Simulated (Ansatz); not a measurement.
`C[CH]([AlH2])OC=O`. Charge 0, multiplicity 1.

```xyz
13

C    -0.813    1.475    0.390
C     0.335    0.533    0.182
Al    0.899   -0.905    1.388
O    -0.187   -0.790   -0.363
C    -0.084   -1.065   -1.682
O     0.271   -0.295   -2.514
H    -0.425    2.393    0.839
H    -1.560    1.066    1.074
H    -1.307    1.746   -0.549
H     1.047    0.903   -0.555
H     2.263   -1.641    1.063
H    -0.051   -1.313    2.588
H    -0.387   -2.107   -1.861
```

Give the diagnostics of a CCSD(T)/def2-TZVPP run (frozen core, Ansatz). (An estimate is asked.)

Ansatz gave: T1 = 0.0148, largest single amplitude 0.025, largest double 0.025, (T) share of the correlation energy 4.0 %, 10 CCSD cycles. The RHF solution is stable towards an unrestricted one. T1 lies under the customary mark of 0.02 for closed shells.
